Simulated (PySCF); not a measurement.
**Correlation energy of C²⁺ (carbon, charge +2)**

[He] 2s1 2p1, high-spin 3P determinant (an excited configuration). All numbers are calculated (PySCF 2.14, the non-relativistic Hamiltonian (point nucleus), in aug-cc-pwCVTZ (7s6p4d2f, 59 functions)). Frozen: nothing; 4 electrons correlated.

| level | correlation energy (mhartree) |
| --- | --- |
| CCSD | -50.15 |
| (T) | -0.04 |
| CCSD(T) | -50.19 |

Diagnostics: T1 = 0.0014, D1 = 0.0029, largest double amplitude 0.021.

Task: Is a single reference adequate?

Result: Yes: T1 lies below 0.03 and no double amplitude reaches 0.07.
